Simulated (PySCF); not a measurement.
Compound: C₆H₇F₃OS.
Atom-mapped SMILES: `[O:1]=[S@@:2]1[CH2:3][CH2:4][C@@H:5]([C:6]([F:7])=[C:8]([F:9])[F:10])[CH2:11]1` (hydrogens: H12, H13 on C3; H14, H15 on C4; H16 on C5; H17, H18 on C11)

Structure used (PBE0-D3(BJ)/def2-SVP), in Å, numbered top down from 1:
```xyz
18
C6H7F3OS angstrom
O     -2.468    0.659    1.184
S     -2.254    0.894   -0.287
C     -1.876   -0.779   -0.991
C     -0.374   -1.039   -0.867
C      0.235    0.071    0.009
C      1.708    0.176   -0.122
F      2.163    0.486   -1.344
C      2.596   -0.006    0.855
F      3.891    0.105    0.710
F      2.262   -0.321    2.082
C     -0.489    1.343   -0.426
H     -2.496   -1.430   -0.359
H     -2.249   -0.827   -2.025
H      0.100   -1.000   -1.860
H     -0.164   -2.033   -0.444
H     -0.022   -0.107    1.064
H     -0.260    1.615   -1.469
H     -0.327    2.207    0.233
```

Computed with PySCF 2.14.0, density-fitted response routines, TDDFT wB97X-D/def2-SVPD, vertical, gas phase, core orbitals frozen in the response.

Kohn–Sham orbitals with the atoms that hold most of them (Löwdin shares over 4%, at most four atoms; ? is withheld):

| orbital | ε (eV) | atoms |
| --- | --- | --- |
| HOMO-3 | -12.08 | C4 20%, C3 15%, C5 10%, H14 10% |
| HOMO-2 | -9.86 | O1 57%, S2 10%, C11 8%, C3 7% |
| HOMO-1 | -9.37 | C6 24%, C8 22%, O1 12%, F7 9% |
| HOMO | ? | ? |
| LUMO | 1.55 | ? |
| LUMO+1 | 1.93 | S2 19%, C8 15%, C6 9%, C4 8% |
| LUMO+2 | 1.99 | S2 45%, C8 13%, H13 6% |

Question: Which atoms hold the HOMO, and with what shares?

Answer: O1 (bonded to S) 50%; S2 (bonded to 2 C and O) 28%; C3 (bonded to C, S and 2 H) 6%; C11 (bonded to C, S and 2 H) 6%. By element: oxygen 50%, sulfur 28%, carbon 11% or more.

Question: Give the leading atoms of the LUMO.

Answer: S2 (bonded to 2 C and O) 33%; C8 (bonded to C and 2 F) 11%; C6 (bonded to 2 C and F) 9%; C3 (bonded to C, S and 2 H) 6%. By element: sulfur 33%, carbon 27% or more.

Question: What is the HOMO energy, and the HOMO–LUMO gap?

Answer: ε(HOMO) = -8.82 eV; the gap is 10.37 eV (0.3812 hartree).

Question: How does S1 compare with the orbital gap of 10.37 eV?

Answer: S1 is at 5.75 eV (f = 0.031), 4.62 eV below the gap, made of HOMO→LUMO (72%). 

Next come S2 at 6.08 eV (f 0.0083), HOMO→LUMO+3 (55%), HOMO→LUMO+5 (18%), HOMO→LUMO+2 (10%); S3 at 6.75 eV (f 0.045), HOMO-1→LUMO (45%), HOMO-1→LUMO+2 (10%), HOMO-1→LUMO+1 (9%); S4 at 6.79 eV (f 0.050), HOMO→LUMO+1 (34%), HOMO→LUMO+2 (31%), HOMO→LUMO+3 (13%); S5 at 6.86 eV (f 0.017), HOMO-2→LUMO (34%), HOMO-2→LUMO+3 (14%).

Löwdin shares depend on the basis, the more so with diffuse functions.

One conformer stands for the species.
